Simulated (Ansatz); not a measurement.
Isomers of Na₆Pt⁻ (doublet), relaxed with PBE0-D4/def2-SVPD; total energies from Ansatz at RPA@PBE/def2-TZVPD.

```tsv
isomer	description	energy (Eh)
A	point group not assigned; 9 × Na–Na 3.49 to 3.70 Å; 6 × Na–Pt 2.74 to 2.80 Å	-1091.83239
B	point group C2v; 11 × Na–Na 3.48 to 3.74 Å; 4 × Na–Pt 2.76 to 2.78 Å	-1091.81509
```

In the def2 sets Pt takes a core potential; there is no spin–orbit coupling. Correlated methods freeze 6 core orbitals; core or outer-core shells of Pt, Na are correlated, in sets that lack core-valence functions.

The isomers come from a short search, and lower ones may exist.

**Question.** Work out the relative energies (1 Eh = 2625.5 kJ/mol) and the Boltzmann populations at 800 K from electronic energies alone (R = 8.314 J/mol/K).

**Answer.** ΔE: A 0.0, B 45.4 kJ/mol. RT = 6.65 kJ/mol. Factors exp(−ΔE/RT): A 1, B 0.00108; sum 1.001. Populations: A 99.9 %, B 0.1 %. Zero-point energy, vibrational entropy and symmetry numbers are left out and can shift these; an error of 4 kJ/mol changes a ratio by a factor of 1.8. Over the other density-functional and correlated levels in def2 sets, the gap between A and B ranges from 39 to 45 kJ/mol.
